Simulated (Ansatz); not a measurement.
Molecule: arsine, AsH$_{3}$, net charge 0, singlet state. 
Coordinates optimised at B3LYP-D3(BJ)/def2-TZVP (Ansatz, a program for electronic structure):
```
As
H 1 1.5252
H 1 1.5252 2 92.02
H 1 1.5252 2 92.02 3 -92.09
```

Basis-set convergence of Hartree-Fock and CCSD(T) correlation energies (hartree) with Ansatz. Cores are frozen in the correlated levels unless marked. No spin-orbit coupling. The frozen core is the preceding noble-gas configuration, with the filled d and f shells of earlier blocks. No relativistic terms.

| basis | functions | E(HF) | E(corr, CCSD(T)) | rough core time |
|---|---|---|---|---|
| def2-SVPD | 62 | -2235.65207 | -0.16397 | under 20 s |
| def2-TZVPPD | 105 | -2235.93158 | -0.19120 | under 20 s |
| def2-QZVPPD | 194 | -2235.97687 | -0.20013 | 24 s |

Extrapolating the two largest sets (X = 3 and 4) as X^-3: E(corr) = (64·(-0.20013) - 27·(-0.19120))/37 = -0.2066 Eh, an estimate of the basis-set limit. The largest set recovers 96.8 % of it, the smallest 79.3 %.
